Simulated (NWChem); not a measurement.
# Atomisation of OTe

```
Te
O 1 1.8671
```
Charge 0, spin multiplicity 3.

All runs are NWChem calculations. All single points use one geometry, from UB3LYP/def2-SVP with def2 effective core potentials on Te, a minimum by its harmonic frequencies.

Basis set: def2-TZVP. The atomisation energy is electronic alone: no zero-point, thermal, spin-orbit or counterpoise terms. No value is extrapolated to the basis-set limit. Free atoms are single determinants with multiplicities O 3, Te 3. Correlated methods freeze the same cores in atoms and molecule, 5 orbitals in all.

Effective core potentials replace the inner electrons of Te; spin-orbit coupling is left out. B3LYP has NWChem's definition, with VWN1-RPA local correlation. The structure started from a generated list of species. The unpaired electrons of the parent sit in orbitals of symmetry b1 and b2 (C2v labels of the run); other states weren't searched. The stability of the SCF solutions was not checked. Open-shell Hartree-Fock references start from PBE0 orbitals.

Q: For the atomisation energy, MP2 gives 97.1 kcal/mol and TPSS gives 101.6 kcal/mol. What do B3LYP, BLYP, HF give?

A: B3LYP: 94.4 kcal/mol; BLYP: 107.1 kcal/mol; HF: 13.0 kcal/mol.
